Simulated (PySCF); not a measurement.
Write Cartesian coordinates for `C#C[C@]1(F)C=C1F` as optimised with PBE0-D3(BJ)/def2-SVP.

```
atom  x, y, z in Å
C1     2.1791    0.7967   -0.1283
C2     1.1134    0.2347   -0.2397
C3    -0.1744   -0.4247   -0.3477
F4    -0.1501   -1.3638   -1.3468
C5    -1.4763    0.2887   -0.0868
C6    -1.0935   -0.6169    0.7608
F7    -1.3224   -1.2752    1.8557
H8     3.1268    1.2947   -0.0342
H9    -2.1509    1.0502   -0.4676
```

Orientation and origin are arbitrary. Atoms count from 1 in this order. The C–F distances run from 1.298 Å (C6–F7, drawn single) to 1.371 Å (C3–F4, drawn single), a spread of 0.073 Å. The 5 C–C bonds span 1.210 Å (C1≡C2, drawn triple) to 1.507 Å (C3–C5, drawn single), a spread of 0.297 Å. The 3-membered ring C3–C5–C6 has internal angles of 52.0° to 66.2°.

Bonds between heavy atoms (Å): C1≡C2 1.210, C2–C3 1.451, C3–F4 1.371, C3–C5 1.507, C5=C6 1.298, C6–F7 1.298, C3–C6 1.453.

Computed, not measured: PySCF 2.14.0, PBE0-D3(BJ)/def2-SVP geometry optimisation, gas phase.

Point group: C1 (no symmetry element, even within 0.4 Å). PBE0-D3(BJ)/def2-SVP frequencies: not computed here.

The run took 30 s of wall time on one thread of an Arm Neoverse V1 (shared host), and the process peaked at 0.44 GiB of memory. This is the geometry optimisation.
